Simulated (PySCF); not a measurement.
## Reproducing measurements on chlorobenzene

**The experiment to reproduce.**

From NIST CCCBDB Release 22 (SRD 101), experimental dipoles, for the gas: dipole moment 1.78 ± 0.06 D.

The runs below try to reproduce these values; the comparison stands at the end.

Chlorobenzene, C₆H₅Cl.
SMILES with atom numbers: `[Cl:1][c:2]1[cH:3][cH:4][cH:5][cH:6][cH:7]1` (hydrogens: H8 on C3; H9 on C4; H10 on C5; H11 on C6; H12 on C7)

Cartesian coordinates in Å at the PBE/6-31+G* level; atoms count from 1:
```xyz
12
C6H5Cl angstrom
Cl     5.7605    0.7479    0.0467
C      4.0082    0.6142    0.0498
C      3.2301    1.7818    0.0657
C      1.8309    1.6668    0.0681
C      1.2197    0.4028    0.0549
C      2.0148   -0.7544    0.0390
C      3.4154   -0.6574    0.0365
H      3.7148    2.7623    0.0759
H      1.2191    2.5752    0.0803
H      0.1279    0.3201    0.0568
H      1.5466   -1.7445    0.0287
H      4.0421   -1.5539    0.0243
```

Runs made with PySCF (gas phase, on this PBE/6-31+G* geometry; no spin–orbit coupling):

| level | job | basis functions | wall time |
| --- | --- | --- | --- |
| PBE/6-31+G*, grid level 1 | geometry optimisation from a GFN2-xTB start | 140 | 68 s |

Hardware: one thread, Arm Neoverse V1 (aarch64), no GPU, on a shared host.

All basis functions are spherical.

**Comparison with experiment**

**Dipole moment.** Measured: 1.78 D (NIST CCCBDB Release 22 (SRD 101), experimental dipoles).

| level | computed (D) | computed − measured (D) | % (from the printed values) |
| --- | --- | --- | --- |
| PBE/6-31+G* | 1.78 | 0.00 | 0 |

The computed dipoles belong to one fixed geometry; measured ones are averaged over vibrations unless marked μe. Magnitudes are compared, not signs.

No measured geometry was used, and the causes of the misses weren't examined.
